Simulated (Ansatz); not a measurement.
Ideal-gas functions of `[CH3][V](=[NH])([F])[Cl]` at 800 K and 1 bar, from an Ansatz frequency run at PBE0-D4/def2-TZVP.

Molar mass 135.45 g/mol, point group C1 (symmetry number 1), electronic degeneracy 1, moments of inertia 141.504, 238.127, 255.051 u Å². Harmonic wavenumbers (cm⁻¹, unscaled): 139, 151, 166, 193, 233, 253, 410, 459, 524, 568, 581, 714, 775, 1108, 1167, 1406, 1414, 3039, 3147, 3167, 3615.

Use S(trans) = R[1.5 ln M + 2.5 ln T − 1.1517]; rotational temperatures θ = 24.2544 K / I; S(rot) = R[ln(√π/σ · √(T³/θAθBθC)) + 1.5]; for each mode x = 1.438777 ν̃/T, S = R[x/(eˣ − 1) − ln(1 − e⁻ˣ)] and H = RT x/(eˣ − 1); 1 cm⁻¹ = 0.0119627 kJ/mol; R = 8.31446 J/(mol·K).

By hand: the entropy, in J/(mol·K).

Translation 190.6. Rotation: θ = 0.1714, 0.1019, 0.0951 K, giving 127.2. Vibration, mode by mode: 19.86, 19.18, 18.40, 17.15, 15.61, 14.93, 11.03, 10.14, 9.11, 8.49, 8.32, 6.78, 6.20, 3.83, 3.53, 2.51, 2.49, 0.23, 0.19, 0.19, 0.09, in all 178.3. Electronic 0.0. Sum 496.1 J/(mol·K).

By hand: H − E and G − E in kJ/mol, counted from the electronic energy.

Zero-point energy ½ × 23229 × 0.0119627 = 138.9; thermal vibration 67.7; translation, rotation and pV give 4 RT = 26.6. H − E = 233.2 kJ/mol, and G − E = 233.2 − 800 × 496.1/1000 = -163.7 kJ/mol.

Vibration gives 36 % of the entropy, 19.9 J/(mol·K) of it from the mode under 150 cm⁻¹: soft modes count most, and the harmonic formula is weakest for them. The sum counts one conformer and one mirror image; others add a mixing term.
